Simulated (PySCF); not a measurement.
An unknown is described by computed data only.

Elements present: C, H, N, O and Si. Monoisotopic mass: 151.0453 u.

* 13C NMR: chemical shifts (computed TMS as zero) by class: 168.3 (1 C), 140.5 (2 C), 138.4 (1 C), 136.2 (1 C), 133.6 (2 C) ppm [GIAO PBE0/pcSseg-1]
* NMR, other nuclei: isotropic shieldings of nuclei other than C and H, by class: 138 (1 N), -115 (1 O), 388 (1 Si) ppm [GIAO PBE0/pcSseg-1]
* Dipole: 4.11 D [PBE0/pcSseg-1]
* Rotational structure: rotational constants A, B, C: 3.692, 0.542, 0.503 GHz [GFN2-xTB]
* 1H NMR: chemical shifts (computed TMS as zero) by class: 8.49 (1 H), 7.93 (2 H), 7.75 (1 H), 7.71 (2 H), 5.46 (2 H), 4.34 (1 H) ppm [GIAO PBE0/pcSseg-1]

The electronic properties come from PySCF, for the isolated species, density fitting. Levels stand in brackets. One conformer (not necessarily the lowest) at the GFN2-xTB geometry, without solvent, vibrations or thermal averaging. NMR values are class means; diastereotopic atoms form classes of their own.

Question: Which formula fits the mass and the elements?

Answer: C7H9NOSi (calculated 151.0453). No other formula that holds each of these elements comes within 0.0003 u with a fitting electron parity and a possible valence count.

Question: Give a SMILES that accounts for the data.

Answer: Numbering: `[O:1]=[CH:2][NH:3][SiH2:4][c:5]1[cH:6][cH:7][cH:8][cH:9][cH:10]1`. Its formula, C7H9NOSi, gives 5 degrees of unsaturation: 1 ring and 4 π bonds in the structure found (Kekulé form). 7 carbons fall into 5 classes; from least to most shielded: amide carbonyl carbon [C2] (168.3 ppm), aromatic CH carbon [C6/C10] (140.5 ppm, 2 C), substituted aromatic carbon [C5] (138.4 ppm), aromatic CH carbon [C8] (136.2 ppm), aromatic CH carbon [C7/C9] (133.6 ppm, 2 C). Hydrogen classes from least to most shielded: 1 H on an amide carbonyl carbon, C2 (8.49 ppm), 2 H on the ortho carbons, C6/C10 (7.93 ppm), 1 H on the para carbon, C8 (7.75 ppm), 2 H on the meta carbons, C7/C9 (7.71 ppm), 2 H on an SiH2 silicon, Si4 (5.46 ppm), 1 H on an amide nitrogen, N3 (4.34 ppm). The other shieldings belong to: 138 ppm, amide nitrogen [N3]; -115 ppm, amide oxygen [O1]; 388 ppm, SiH2 silicon [Si4]. The optimised geometry has point group C1 and is an asymmetric top. Structure: `O=CN[SiH2]c1ccccc1`. Computed isomers that give other values at the same levels: `C#C[SiH2]Cc1ncoc1C` (13C chemical shifts (computed TMS as zero) by class: 153.5 (1 C), 150.4 (1 C), 139.5 (1 C), 104.5 (1 C), 88.8 (1 C), 14.8 (1 C), 14.4 (1 C) ppm); `O=CN[C@]12C=C[C@@]1([SiH3])C=C2` (13C chemical shifts (computed TMS as zero) by class: 161.8 (2 C), 159.2 (1 C), 145.9 (2 C), 69.0 (1 C), 58.9 (1 C) ppm); `C=C(C#N)[Si@H]1CC=C(C)O1` (13C chemical shifts (computed TMS as zero) by class: 164.2 (1 C), 157.3 (1 C), 125.7 (1 C), 122.5 (1 C), 104.8 (1 C), 20.4 (1 C), 20.3 (1 C) ppm). The assignments are read from this structure; whether some other isomer fits the data as well wasn't checked.

Shape of the structure used: `[O:1]=[CH:2][NH:3][SiH2:4][c:5]1[cH:6][cH:7][cH:8][cH:9][cH:10]1`: O1–C2–N3–Si4 0°, C2–N3–Si4–C5 178°, N3–Si4–C5–C6 120°.
